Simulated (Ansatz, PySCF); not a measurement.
Pair of molecules: CH4 (SMILES C) (first 5 atoms) with N2 (SMILES N#N); geometry from B3LYP-D3(BJ)/def2-TZVP, rigid monomers moved along the line of their centres of mass till C1···N6 is 3.26 Å.
(charge 0, multiplicity 1):
```tsv
atom	x (Å)	y (Å)	z (Å)
C	0.0247	-0.0491	-0.0808
H	0.9642	0.3952	0.2449
H	-0.0788	-1.0406	0.3579
H	-0.8043	0.5791	0.2420
H	0.0184	-0.1295	-1.1668
N	0.0789	-0.4237	3.1580
N	-0.1855	0.6339	3.1224
```

Counterpoise-corrected where a basis set is named; no monomer relaxation.

Frozen-core correlation. CBS: X⁻³ extrapolation of the correlation energy, Hartree–Fock from the larger set.

Programs: Ansatz (Gaussian basis) for Hartree–Fock, density functionals and correlated methods; PySCF for the dispersion terms. Each number belongs to the level named beside it.

PBE/def2-TZVPPD gives 0.56 kcal/mol for the interaction energy.

### Question
How do the other levels lie against it? Give each less PBE: PBE-D3(BJ)/def2-TZVPPD, r2SCAN/def2-TZVPPD, PBE0/def2-TZVPPD, wB97M-V/def2-TZVPPD, MP2/CBS(aug-cc-pVDZ, aug-cc-pVTZ), CCSD(T)/CBS(aug-cc-pVDZ, aug-cc-pVTZ).

### Answer
PBE-D3(BJ)/def2-TZVPPD -0.75; r2SCAN/def2-TZVPPD -0.39; PBE0/def2-TZVPPD 0.02; wB97M-V/def2-TZVPPD -0.57; MP2/CBS(aug-cc-pVDZ, aug-cc-pVTZ) -0.84; CCSD(T)/CBS(aug-cc-pVDZ, aug-cc-pVTZ) -0.71 kcal/mol. 1 of 6 lie above PBE; the widest gap is to MP2/CBS(aug-cc-pVDZ, aug-cc-pVTZ).

Ansatz is an electronic-structure program.
